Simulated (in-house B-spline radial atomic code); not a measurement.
# Binding energies in Ru II (Ru+)

NIST's tabulated ground configuration is [Kr] 4d7; each binding energy is the energy of the ion with one electron taken from that subshell, relaxed, less that of the parent. Method: Dirac-Kohn-Sham B3LYP, spherical fractional occupations, Fermi nucleus of rms radius 4.4809 fm. Calculated with an all-electron radial atomic-structure program (B-spline basis). Energies include first-order Breit, QED and recoil terms.

Caution: exact exchange at fractional occupations of open shells leaves self-interaction of up to several eV.

```tsv
subshell	X-ray name	binding energy (eV)	-ε (eV)	relaxation (eV)
1s	K	22199.9	21999.2	-256.4
2s	L1	3219.9	3185.3	-40.6
2p1/2	L2	2987.8	2942.4	-51.2
2p3/2	L3	2860.4	2811.2	-53.1
3s	M1	586.6	574.2	-13.3
3p1/2	M2	492.5	479.7	-13.6
3p3/2	M3	471.4	457.3	-14.6
3d3/2	M4	305.5	290.0	-15.7
3d5/2	M5	301.7	285.7	-16.1
4s	N1	93.93	87.89	-6.18
4p1/2	N2	65.07	59.23	-5.95
4p3/2	N3	62.1	55.78	-6.37
4d	N4,5	18.76	13.20	-5.55
```

Relaxation = -ε minus the binding energy without Breit, QED and recoil terms. With a density functional, K lines can miss by some tenths of a per cent, more in light atoms. For a density functional the relaxation so defined is negative, because -ε of a Kohn-Sham level is smaller than the binding energy.

Emission lines follow as differences of binding energies, with λ = 12398.42 eV·Å / E:

```
 line          holes  energy (eV)  wavelength (Å)
 K-L3     1s → 2p3/2      19339.5         0.64109
 K-L2     1s → 2p1/2      19212.1         0.64534
 K-M3     1s → 3p3/2      21728.5         0.57061
L3-M5  2p3/2 → 3d5/2       2558.7          4.8456
L2-M4  2p1/2 → 3d3/2       2682.3          4.6223
L1-M3     2s → 3p3/2       2748.5           4.511
L3-M1     2p3/2 → 3s       2273.8          5.4527
```

Question: What screening constant σ does Moseley's law, E = (3/4)·13.6057 eV·(Z - σ)², need for K-L3?

Answer: σ = 0.47.

Moseley's non-relativistic formula needs a falling, then negative, screening constant for heavy elements, because relativity binds the 1s electron more strongly than the formula allows.

Question: What does it cost to remove both a 2p3/2 and a 4p3/2 electron?

Answer: 2940 eV, which is 17.49 eV more than the two single binding energies together.

Question: What does it cost to remove both a 3d5/2 and a 4s electron?

Answer: 413.86 eV, which is 18.19 eV more than the two single binding energies together.

Question: What does it cost to remove both a 2p3/2 and a 3d3/2 electron?

Answer: 3212.1 eV, which is 46.2 eV more than the two single binding energies together.
